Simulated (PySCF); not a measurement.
A calculated (LC-wPBE, PySCF 2.14, ANO-RCC-VTZP, the spin-free X2C one-electron Hamiltonian (Gaussian nucleus)) atom or ion has these occupied shells.

| shell | electrons | orbital energy (eV) | rms radius, mean of both spins (bohr) |
| --- | --- | --- | --- |
| 1s α | 1 | -1274.7 | 0.151 |
| 1s β | 1 | -1274.6 | 0.151 |
| 2s α | 1 | -94.939 | 0.764 |
| 2s β | 1 | -94.800 | 0.764 |
| 2p α | 3 | -61.346 | 0.777 |
| 2p β | 3 | -61.202 | 0.777 |
| 3s α | 1 | -15.009 | 3.01 |

**Question.** Name the element and its charge.

**Answer.** Mg⁺ (magnesium, charge +1), in [Ne] 3s1, 2S determinant.
